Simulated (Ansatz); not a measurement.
Correlation energies of CH$_{7}$BOSi$_{2}$ (`C[Si]1([SiH3])BO1`) by basis set

```xyz
12

C    -1.118   -1.385   -0.474
Si   -0.272    0.075    0.325
Si    1.303    1.111   -1.054
B    -0.511    0.551    2.154
O     0.443   -0.351    1.882
H    -1.715   -1.050   -1.327
H    -0.386   -2.109   -0.841
H    -1.783   -1.884    0.233
H     2.285    0.131   -1.597
H     2.029    2.158   -0.290
H     0.602    1.748   -2.203
H    -0.876    1.005    3.193
```

Charge 0, multiplicity 1. The geometry is a stationary point of PBE0-D4/def2-TZVP. Frozen core, restricted reference, Ansatz. CBS rows extrapolate triple and quadruple zeta; past MP2 they add the triple-zeta difference.

| basis | HF (Eh) | MP2 corr. |
| --- | --- | --- |
| def2-TZVPP | -719.45524 | -0.75146 |
| def2-QZVPP | -719.47978 | -0.80541 |

Q: Estimate the CCSD correlation energy and the (T) correction in each basis where they were run (hartree).

A: 
```
     basis  CCSD corr.       (T)
def2-TZVPP    -0.80464  -0.03381
 CBS(def2)    -0.89856     as TZ
```
